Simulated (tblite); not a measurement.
C₂H₇Ge₂NO.
Atom-mapped SMILES: `[N:1]#[C:2][GeH2:3][CH2:4][O:5][GeH3:6]` (hydrogens: H7, H8 on Ge3; H9, H10 on C4; H11, H12, H13 on Ge6)

Computed with GFN2-xTB (tblite), gas phase: L-BFGS steps from a force-field or distance-geometry start until the largest atomic force falls under 0.01 eV/Å.

Step 0: E = -506.5795 eV
```
atom  x, y, z in Å  |  force x, y, z in eV/Å
N1     -1.4371    1.9390    1.5428   -0.118  -0.953  -0.708
C2     -1.4781    1.0668    0.7859   -0.214   1.310   1.146
Ge3    -1.5113   -0.3632   -0.4445   -1.584  -0.145  -1.059
C4      0.1370   -1.3385   -0.3864   -1.010  -2.181  -0.003
O5      1.2566   -0.6587   -0.7110    1.626   0.830   0.044
Ge6     1.6765    0.7601    0.2191    1.104   1.499   0.543
H7     -1.7286    0.2151   -1.8655   -0.024  -0.035   0.593
H8     -2.6888   -1.3194   -0.1192    0.378   0.478  -0.030
H9      0.1538   -1.8647    0.5999    0.407   0.182  -0.288
H10     0.0248   -2.1609   -1.1467    0.101   0.260   0.438
H11     0.7968    1.9844   -0.1320    0.212  -0.521  -0.037
H12     1.6514    0.5298    1.7537   -0.183  -0.144  -0.545
H13     3.1426    1.2106   -0.1138   -0.693  -0.581  -0.094
```

Step 1: E = -506.7138 eV
```
atom  x, y, z in Å  |  force x, y, z in eV/Å
N1     -1.4387    1.9254    1.5326    0.097   3.253   2.940
C2     -1.4812    1.0855    0.8022   -0.431  -3.323  -2.876
Ge3    -1.5339   -0.3652   -0.4596   -0.849   0.138  -0.436
C4      0.1226   -1.3696   -0.3864    0.040  -0.325  -0.134
O5      1.2798   -0.6469   -0.7103    0.279   0.125   0.391
Ge6     1.6922    0.7816    0.2269    0.736   0.996   0.395
H7     -1.7289    0.2147   -1.8570   -0.074   0.025   0.359
H8     -2.6834   -1.3126   -0.1196    0.154   0.330  -0.010
H9      0.1597   -1.8621    0.5958    0.358  -0.019  -0.025
H10     0.0262   -2.1572   -1.1404    0.120  -0.235   0.003
H11     0.7998    1.9770   -0.1325    0.179  -0.398  -0.033
H12     1.6488    0.5277    1.7459   -0.153  -0.102  -0.455
H13     3.1327    1.2023   -0.1152   -0.456  -0.467  -0.119
```

**Question.** Estimate the geometry and energy of step 2. (The exact step hangs on the optimiser's Hessian estimate; all steps are aligned on step 1, rigid shifts and turns removed.)

**Answer.** E = -506.7772 eV, largest force 2.623 eV/Å
```
atom  x, y, z in Å  |  force x, y, z in eV/Å
N1     -1.4396    1.9474    1.5550   -0.165  -2.027  -1.657
C2     -1.4897    1.0686    0.7878   -0.155   1.922   1.670
Ge3    -1.5699   -0.3660   -0.4822    0.230  -0.074   0.028
C4      0.1064   -1.4094   -0.3880    0.876   1.928   0.015
O5      1.3099   -0.6317   -0.7051   -0.931  -0.463   0.666
Ge6     1.7190    0.8179    0.2404    0.007   0.183   0.218
H7     -1.7302    0.2144   -1.8431   -0.155   0.179  -0.076
H8     -2.6753   -1.3009   -0.1202   -0.234   0.072   0.061
H9      0.1705   -1.8593    0.5908    0.281  -0.260   0.345
H10     0.0293   -2.1556   -1.1332    0.143  -0.980  -0.727
H11     0.8054    1.9638   -0.1335    0.100  -0.183  -0.048
H12     1.6440    0.5241    1.7316   -0.102  -0.042  -0.278
H13     3.1159    1.1873   -0.1181    0.106  -0.254  -0.215
```

The energy changes by -0.0634 eV. The first-order estimate −F·Δx gives -0.4080 eV and the mean of the old and new forces, exact on a quadratic surface, -0.0760 eV. The step makes an angle of 52° with the force vector and moves no atom by more than 0.047 Å.

What follows is the cost of the whole relaxation. Hardware: one thread of an Arm Neoverse V1, shared host with 32 logical CPUs at a one-minute load of 32. Cost: 0.52 s.
